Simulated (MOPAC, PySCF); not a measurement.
C₈H₉FSi, SMILES `C=Cc1ccc([SiH3])c(F)c1` (C–C–C–C torsion 179°), neutral singlet in the gas phase. 

Cartesian coordinates (Å):
SMILES: C=Cc1ccc([SiH3])c(F)c1
```xyz
19

C     -3.6365    -0.0434     0.3161
C     -2.6498    -0.3189    -0.5445
C     -1.2084    -0.1685    -0.3130
C     -0.3104    -0.5217    -1.3316
C      1.0643    -0.3951    -1.1526
C      1.6028     0.0883     0.0469
Si     3.4493     0.2762     0.3371
C      0.6862     0.4329     1.0432
F      1.1637     0.8984     2.2031
C     -0.6837     0.3182     0.8945
H     -3.4488     0.3387     1.3235
H     -4.6813    -0.1955     0.0367
H     -2.9155    -0.7016    -1.5361
H     -0.7013    -0.9021    -2.2785
H      1.7370    -0.6794    -1.9663
H      3.9056    -0.5739     1.4770
H      3.8085     1.6957     0.6299
H      4.1442    -0.1604    -0.9113
H     -1.3258     0.6121     1.7260
```
Charge 0, spin multiplicity 1.

All levels are single points at this geometry (PBE0-D3(BJ)/def2-SVP); Pople sets use spherical d functions. Orbital energies aren't observables, and empty levels follow the basis.

```tsv
level	HOMO (eV)	LUMO (eV)	gap (eV)	dipole (D)	vertical IE, Delta-SCF (eV)
PBE0-D3(BJ)/def2-TZVP in PySCF	-6.87	-1.62	5.25	1.85	8.45
B3LYP/3-21G in PySCF	-6.43	-1.29	5.14	1.85	–
B3LYP/6-311+G** in PySCF	-6.69	-1.81	4.87	1.90	–
B3LYP/6-31G* in PySCF	-6.34	-1.34	5.01	1.81	8.19
B3LYP/LANL2DZ in PySCF	-6.58	-1.55	5.03	2.11	–
PBE/6-31G* in PySCF	-5.62	-2.02	3.60	1.67	8.07
HF/6-31G* in PySCF	-8.52	2.22	10.74	2.23	–
HF/STO-3G in PySCF	-6.59	5.83	12.42	0.80	–
AM1 in MOPAC	-9.20	-0.38	8.82	1.54	–
```
